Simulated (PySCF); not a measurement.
Br2Zn, triplet, at a GFN2-xTB geometry (such geometries of metal compounds can be far from the true shape) (a higher spin typed on purpose: for a closed-shell molecule this is an excited state), with bond 2-1 at 1.8 times its length; CASSCF(2,3)/STO-3G run with PySCF.

PySCF was given this input:
```python
from pyscf import gto, scf, mcscf
import numpy

mol = gto.Mole()
mol.atom = '''
    Zn    1.25427095   -0.39013156   -0.82413136
    Br   -2.38082844    2.80635745   -0.36694387
    Br   -0.30986068   -1.05129719    1.27653662
'''
mol.basis = 'sto-3g'
mol.spin = 2
mol.verbose = 4
mol.build()

mf = scf.ROHF(mol)
mf.kernel()
mc = mcscf.CASSCF(mf, 3, 2)
mc.fix_spin_(ss=2.0)
mc.kernel()
occ = numpy.linalg.eigvalsh(mc.fcisolver.make_rdm1(mc.ci, mc.ncas, mc.nelecas))[::-1]
ss = mc.fcisolver.spin_square(mc.ci, mc.ncas, mc.nelecas)[0]
print('natural occupations', occ.round(4), ' <S^2>', round(ss, 4))
```

The log (banner, timings and long lists left out):

```
PySCF version 2.14.0

[INPUT] verbose = 4
[INPUT] num. atoms = 3
[INPUT] num. electrons = 100
[INPUT] charge = 0
[INPUT] spin (= nelec alpha-beta = 2S) = 2
[INPUT] symmetry False subgroup None
[INPUT] Mole.unit = angstrom
[INPUT] Symbol           X                Y                Z      unit          X                Y                Z       unit  Magmom
[...]
nuclear repulsion = 458.589226390188
number of shells = 24
number of NR pGTOs = 162
number of NR cGTOs = 54
basis = sto-3g
ecp = {}

******** <class 'pyscf.scf.rohf.ROHF'> ********
method = ROHF
initial guess = minao
damping factor = 0
level_shift factor = 0
DIIS = <class 'pyscf.scf.diis.CDIIS'>
diis_start_cycle = 1
diis_space = 8
diis_damp = 0
SCF conv_tol = 1e-09
SCF conv_tol_grad = None
SCF max_cycles = 50
direct_scf = True
direct_scf_tol = 1e-13
num. doubly occ = 49  num. singly occ = 2
Set gradient conv threshold to 3.16228e-05
init E= -6836.1828699185
[...]
cycle= 1 E= -6846.32212643674  delta_E= -10.1  |g|= 0.545  |ddm|= 1.68
[...]
cycle= 2 E= -6836.6625248069  delta_E= 9.66  |g|= 1.22  |ddm|= 4.28

WARN: HOMO 0.310717557008461 >= LUMO -0.00673579524206991

cycle= 3 E= -6844.1087933713  delta_E= -7.45  |g|= 0.83  |ddm|= 4.04
[...]
cycle= 4 E= -6846.46284134868  delta_E= -2.35  |g|= 0.397  |ddm|= 2.42
[...]
cycle= 5 E= -6846.50803113231  delta_E= -0.0452  |g|= 0.245  |ddm|= 0.931

WARN: HOMO 0.0789250031099753 >= LUMO -0.14413743704194

cycle= 6 E= -6842.41191123089  delta_E=  4.1  |g|= 0.75  |ddm|= 3.19

WARN: HOMO 0.157100796246353 >= LUMO -0.0215136041067029

cycle= 7 E= -6844.30894738128  delta_E= -1.9  |g|= 0.82  |ddm|= 3.06
[...]
cycle= 8 E= -6846.51071018339  delta_E= -2.2  |g|= 0.367  |ddm|= 2.19
[...]
cycle= 9 E= -6846.51100236494  delta_E= -0.000292  |g|= 0.347  |ddm|= 0.0941
[...]
cycle= 10 E= -6846.50847210286  delta_E= 0.00253  |g|= 0.297  |ddm|= 0.471
[...]
cycle= 11 E= -6846.51853556756  delta_E= -0.0101  |g|= 0.29  |ddm|= 0.394
[...]
cycle= 12 E= -6846.51707099661  delta_E= 0.00146  |g|= 0.172  |ddm|= 0.701
[...]
cycle= 13 E= -6846.35721016017  delta_E= 0.16  |g|= 0.372  |ddm|= 1.31
[...]
cycle= 14 E= -6846.38882664035  delta_E= -0.0316  |g|= 0.33  |ddm|= 0.192

WARN: HOMO 0.0755068447242221 >= LUMO -0.023065692438229

cycle= 15 E= -6845.96146559443  delta_E= 0.427  |g|= 0.856  |ddm|= 1.63

WARN: HOMO 0.0437839197127182 >= LUMO -0.0315956617513393

cycle= 16 E= -6845.93851039431  delta_E= 0.023  |g|= 0.868  |ddm|= 0.601

WARN: HOMO 0.0388576231061824 >= LUMO -0.0322847879092665
[...]
SCF not converged.
[...]
spin = None
CASCI E = -6846.59329208248  S^2 = 2.0000000
Set conv_tol_grad to 0.000316228
macro iter   1 ( 21 JK    4 micro), CASSCF E = -6846.63513981013  dE = -4.18477276e-02  S^2 = 2.0000000
               |grad[o]|=0.217  |grad[c]|=0.0265  |ddm|=0.00581  |maxRot[o]|=0.305
macro iter   2 ( 21 JK    4 micro), CASSCF E = -6846.65717184639  dE = -2.20320363e-02  S^2 = 2.0000000
               |grad[o]|=0.164  |grad[c]|=0.00515  |ddm|=0.000664  |maxRot[o]|=0.268
macro iter   3 ( 21 JK    4 micro), CASSCF E = -6846.66185417425  dE = -4.68232786e-03  S^2 = 2.0000000
               |grad[o]|=0.111  |grad[c]|=0.00768  |ddm|=0.0166  |maxRot[o]|=0.185
macro iter   4 ( 17 JK    4 micro), CASSCF E = -6846.66217807958  dE = -3.23905334e-04  S^2 = 2.0000000
               |grad[o]|=0.0248  |grad[c]|=0.00124  |ddm|=0.00732  |maxRot[o]|= 0.19
macro iter   5 ( 21 JK    4 micro), CASSCF E = -6846.66233451773  dE = -1.56438149e-04  S^2 = 2.0000000
               |grad[o]|=0.000425  |grad[c]|=9.97e-05  |ddm|=2.13e-05  |maxRot[o]|=0.315
macro iter   6 ( 21 JK    4 micro), CASSCF E = -6846.66260597676  dE = -2.71459033e-04  S^2 = 2.0000000
               |grad[o]|=0.000636  |grad[c]|=0.000169  |ddm|=0.000224  |maxRot[o]|=0.315
macro iter   7 ( 21 JK    4 micro), CASSCF E = -6846.66288528183  dE = -2.79305063e-04  S^2 = 2.0000000
               |grad[o]|=0.000662  |grad[c]|=0.000185  |ddm|=0.000248  |maxRot[o]|=0.315
macro iter   8 ( 21 JK    4 micro), CASSCF E = -6846.66306145045  dE = -1.76168624e-04  S^2 = 2.0000000
               |grad[o]|=0.000519  |grad[c]|=0.00012  |ddm|=0.000203  |maxRot[o]|=0.315
macro iter   9 ( 21 JK    4 micro), CASSCF E = -6846.66308767410  dE = -2.62236508e-05  S^2 = 2.0000000
               |grad[o]|=0.000242  |grad[c]|=9.38e-05  |ddm|=0.000126  |maxRot[o]|=0.139
macro iter  10 (  6 JK    1 micro), CASSCF E = -6846.66308854851  dE = -8.74404577e-07  S^2 = 2.0000000
               |grad[o]|=0.00013  |grad[c]|=1.35e-05  |ddm|=7.87e-05  |maxRot[o]|=0.0252
macro iter  11 (  4 JK    1 micro), CASSCF E = -6846.66308857129  dE = -2.27792043e-08  S^2 = 2.0000000
               |grad[o]|=5.57e-05  |grad[c]|=1.1e-05  |ddm|=8.57e-05  |maxRot[o]|=0.00193
1-step CASSCF converged in  11 macro (195 JK  38 micro) steps
CASSCF canonicalization
Density matrix diagonal elements [1.         0.88055511 0.11944489]
CASSCF energy = -6846.66308857129
CASCI E = -6846.66308857129  E(CI) = -0.966487805159886  S^2 = 2.0000000
natural occupations [ 1.  1. -0.]  <S^2> 2.0
```

Convergence was not reached.
